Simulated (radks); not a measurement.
Problem. These are the eigenvalues of the occupied orbitals of an atom or ion with whole-number occupations (hartree). Method: scalar-relativistic Kohn-Sham, SOGGA, spin-polarised, spherical densities, finite nucleus; Fermi nuclear charge, rms radius of each element as measured or else 0.836 A^(1/3) + 0.57 fm; computed with a radial shooting solver on a logarithmic mesh with Libxc functionals.

1s: -349.7383
2s: -42.52212
2p: -36.87003
3s: -4.73502
3p: -3.05640
3d: -0.36943
4s: -0.21608

Which element is it, and in what charge state? The configuration may be excited. Open shells, if any, are filled with parallel spins first.

Solution. Z = 30, zinc, charge 0: Zn in [Ar] 3d10 4s2. The list shows which subshells hold electrons but not how many an open one holds; the 1s level, -349.74 hartree, gives Z - s = 26.4 by -(Z - s)^2/2, which with screening and relativity narrows Z to a few neighbours, and the depths of the outer levels then fix element, charge and occupations together.
